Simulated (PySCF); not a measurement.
Identify the compound

An unknown has the formula C5H6F4O2. Its calculated NMR data are:

1H NMR (500 MHz, computed): δ 4.63 (m, 1H), 4.28 (m, 1H), 3.98 (m, 1H), 3.92 (m, 1H), 3.83 (m, 1H), 3.76 (m, 1H).

13C{1H} NMR (computed): δ 129.5 (C), 109.3 (C), 70.1 (CH2), 68.6 (CH2), 65.7 (CH2).

All values are calculated (PySCF): geometry: GFN2-xTB, PBE0/pcSseg-1 with gauge-including orbitals. Isolated molecule, one conformer, non-relativistic, one averaged value for each set of equivalent atoms.

Referencing at the same level of theory: TMS for 1H (σ = 31.72 ppm) and 13C (σ = 186.93 ppm).

Choose the structure that fits.
A. FC(F)O[C@@H](F)[C@@H]1OC[C@H]1F
B. FC(F)(F)[C@H]1CO[C@@H](F)OC1
C. FC(F)(F)[C@]1(F)COCCO1

## Answers

C. 

Rings plus π bonds: 1 (1 ring in the answer). 5 carbon signals for 5 carbons: no two carbons are equivalent. Carbon types of the structure: 2 × C, 3 × CH2, which accounts for all hydrogens. δC 129.5: CF3 carbon; 3 electronegative neighbours deshield it. δC 109.3: fully substituted sp3 carbon bonded to F and O; 2 electronegative neighbours deshield it. δC 70.1, 68.6, 65.7: sp3 CH2 bonded to O; pulled downfield by the heteroatom. δH 4.63, 4.28, 3.98, 3.92, 3.83, 3.76: hydrogen on an sp3 CH2 bonded to O; its carbon carries O, which withdraws density.

The others: FC(F)(F)[C@H]1CO[C@@H](F)OC1 would give 4 carbon signals, not 5; FC(F)O[C@@H](F)[C@@H]1OC[C@H]1F has carbons computed at 122.4, 114.9, 93.2, 90.3, 79.2, with a different DEPT pattern.

Splittings by 19F in the carbon and heteronuclear signals aren't shown, as no couplings were computed. Shifts are as computed. Against solution values, carbons near 30 ppm lie about +3 ppm off and those near 130 ppm about +5 ppm. Of 1211 compounds with measured shifts, 218 miss one by over three times the rms of a fit or turn the order of signals round; such compounds aren't used in these exercises. No couplings were computed; multiplicities are counted from neighbouring protons, with m where these are inequivalent, close in shift, in a saturated or five-membered ring or joined by F or P, and br s for small geminal =CH2 splittings.
